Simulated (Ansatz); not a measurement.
A nudged elastic band was laid between two geometries of BClFH + FH (6 atoms, charge 0, multiplicity 1).

All numbers below come from RKS PBE0/def2-SVP (Ansatz).

```json
{
 "movable images": "9",
 "climbing image": "yes",
 "spring": "5.0 eV/Å²",
 "optimiser": "quadratic models (default)",
 "start path": "through a guess of the saddle point",
 "force threshold": "0.03 eV/Å",
 "iteration limit": "60",
 "end points": "relaxed"
}
```

Image 0:

```xyz
6
Properties=species:S:1:pos:R:3
B 0.024 0.294 -0.052
H 0.006 0.678 1.089
Cl 1.514 0.344 -0.973
F -1.098 0.017 -0.674
F 0.194 -1.907 0.836
H 0.361 -1.771 1.735
```

Image 10:

```xyz
6
Properties=species:S:1:pos:R:3
B 0.080 -0.552 -0.627
H 0.151 0.205 2.281
Cl 1.506 0.353 -1.056
F -1.101 0.013 -0.670
F 0.173 -1.811 -0.273
H 0.192 -0.554 2.305
```

Problem. What changes between the two ends?

Solution. Bonds broken: B1–H2, F5–H6. Bonds formed: B1–F5, H2–H6. BClFH + FH becomes BClF2 + H2.

Problem. What energy profile does the band end with?

Solution. The run converged. The highest image is number 4 of 0 to 10, 63.9 kJ/mol above the first end and 185.1 kJ/mol above the last; the last end lies 121.2 kJ/mol below the first. A vibrational analysis at the climbing image gives one clearly imaginary mode, 1155i cm⁻¹: a first-order saddle point. The orbitals stay closed-shell, which can raise the energy where a bond breaks towards radicals; this wasn't checked here.

| image | path coordinate (Å) | energy (kJ/mol) | B1–H2 (Å) | F5–H6 (Å) | B1–F5 (Å) |
| --- | --- | --- | --- | --- | --- |
| 0 | 0.00 | 0.0 | 1.20 | 0.92 | 2.38 |
| 1 | 0.34 | 1.5 | 1.21 | 0.93 | 2.28 |
| 2 | 0.68 | 8.2 | 1.21 | 0.93 | 2.12 |
| 3 | 1.02 | 30.8 | 1.24 | 0.96 | 1.86 |
| 4 | 1.35 | 63.9 | 1.33 | 1.14 | 1.61 |
| 5 | 1.69 | 0.8 | 1.50 | 1.47 | 1.43 |
| 6 | 2.03 | -73.9 | 1.78 | 1.81 | 1.34 |
| 7 | 2.37 | -105.3 | 2.10 | 2.13 | 1.32 |
| 8 | 2.70 | -116.7 | 2.41 | 2.43 | 1.31 |
| 9 | 3.04 | -120.4 | 2.70 | 2.71 | 1.31 |
| 10 | 3.38 | -121.2 | 3.01 | 2.87 | 1.31 |

Problem. What is the geometry of the highest image?

Solution. 
```xyz
6
Properties=species:S:1:pos:R:3
B 0.086 -0.204 0.045
H 0.116 0.205 1.313
Cl 1.542 0.277 -0.829
F -1.108 -0.032 -0.502
F 0.195 -1.714 0.580
H 0.169 -0.877 1.353
```

Problem. What are the harmonic wavenumbers there?

Solution. 1155i, 272, 353, 456, 702, 823, 943, 1157, 1321, 1410, 2012, 2263 cm⁻¹.

The band took 47 iterations and of the order of 11 core-minutes.

The run took 11 min on 1 thread of Arm Neoverse V2, on a shared host, peak memory 0.13 GiB.
